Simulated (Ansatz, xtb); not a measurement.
**C6H5NO: 10 structures ranked**

10 gas-phase structures of C6H5NO, from a drawn sample of its isomers (lower ones may exist). Each was relaxed with GFN2-xTB:

A. `N#CC1=CC=C(O)C1`, a singlet
B. `N#CC1=C[C@@H](O)C=C1`, a singlet
C. `N#CC1=CC=C[C@@H]1O`, a singlet
D. `N#CC1=C(O)C=CC1`, a singlet
E. `N#C[C@@H]1C=CC(O)=C1`, a singlet
F. `N#CC1=C(O)CC=C1`, a singlet
G. `N#CC1=CCC=C1O`, a singlet
H. `N#C[C@@H]1C=CC=C1O`, a singlet
I. `N#CC1=CC(O)=CC1`, a singlet
J. `N#CC1=CCC(O)=C1`, a singlet

**Question.** Estimate their order in r2SCAN-D4/def2-SVP//GFN2-xTB energy at these geometries, lowest first.

**Answer.** Calculated order at r2SCAN-D4/def2-SVP//GFN2-xTB: F (0.0), D (3.6), A (5.1), I (8.1), J (15.0), G (19.8), E (46.6), H (53.6), C (57.1), B (68.9) kJ/mol. Less than 1 kcal/mol parts F and D; D and A; A and I; H and C, so the order within those pairs means little.

Energies above the lowest of each column, in kJ/mol; the last columns are at r2SCAN-D4/def2-SVP geometries and were run for some of them only (a dash: not run or not comparable):

| structure | GFN2-xTB | HF/STO-3G | r2SCAN-D4/def2-SVP//GFN2-xTB | r2SCAN-D4/def2-SVP | CCSD(T)/def2-SVP + ΔMP2/def2-TZVPP |
| --- | --- | --- | --- | --- | --- |
| F | 0.0 | 0.0 | 0.0 | 0.0 | 0.0 |
| D | 4.3 | 9.4 | 3.6 | 4.3 | 3.7 |
| A | 2.6 | 12.1 | 5.1 | 5.9 | 8.0 |
| I | 5.7 | 15.0 | 8.1 | 8.6 | 5.1 |
| J | 7.5 | 11.1 | 15.0 | 15.4 | 10.2 |
| G | 17.1 | 17.7 | 19.8 | 19.7 | 13.3 |
| E | 30.9 | 42.5 | 46.6 | – | – |
| H | 35.1 | 50.9 | 53.6 | – | – |
| C | 58.8 | 56.1 | 57.1 | – | – |
| B | 65.5 | 59.2 | 68.9 | – | – |

Every level run on F puts it lowest or level with the lowest. CCSD(T)/def2-SVP + ΔMP2/def2-TZVPP orders those it was run on as F (0.0), D (3.7), I (5.1), A (8.0), J (10.2), G (13.3) kJ/mol. Less than 1 kcal/mol parts F and D; D and I; I and A; A and J; J and G, so the order within those pairs means little. Flexible structures stand in one conformer each, not always the lowest. Frequencies (GFN2-xTB) were run for A, D, F, G, I, J alone. ΔMP2 is the change of the MP2 energy from the smaller to the larger basis.

Over these structures GFN2-xTB departs from r2SCAN-D4/def2-SVP//GFN2-xTB by 5.3 kJ/mol on average once a common shift is removed. A GFN2-xTB relaxation took about 0.11 s and the r2SCAN-D4/def2-SVP//GFN2-xTB energy about 2.6 s on a shared host (Ansatz 0.2.0, xtb 6.7.1).
